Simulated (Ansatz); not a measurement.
CH3FGeOS can be A, `[OH][Ge]1([F])[CH2][S]1`, or B, `[F][GeH]1[O]C[S]1`.

Isolated molecules relaxed with PBE0-D4/def2-TZVP in Ansatz; ΔE leaves out vibrations. CBS: MP2 limit from def2 TZ/QZ plus the TZ coupled-cluster correction, frozen cores. DFT in def2-TZVPP. B3LYP here is the variant with VWN-RPA as its local correlation; programs differ in this. For Ge outer-core shells are correlated without core-valence functions, which leaves a few kJ/mol of doubt a bond. Scalar relativity is left out up to krypton. Each species was taken in one conformer, which may not be the lowest.

Which isomer does CCSD(T)/CBS put lower? Give the gap. (An estimate is asked.)

Ansatz gave: B, by 3.8 kJ/mol.

Give E(B) − E(A) in kJ/mol with B3LYP, CCSD/def2-TZVPP, CCSD(T)/def2-TZVPP, ωB97M-V, PBE-D4, B2PLYP, PBE0-D4. (Best estimate.)

Computed: B3LYP -11.5, CCSD/def2-TZVPP -7.9, CCSD(T)/def2-TZVPP -6.1, ωB97M-V -11.9, PBE-D4 -8.9, B2PLYP -7.9, PBE0-D4 -10.7. None reverses the order clearly.

Largest T1 diagnostic: 0.013.

In def2-TZVPP, CCSD(T) changes the Hartree–Fock value by +14.8 kJ/mol (the triples alone add +1.8 kJ/mol) and MP2 by +21.0 kJ/mol.
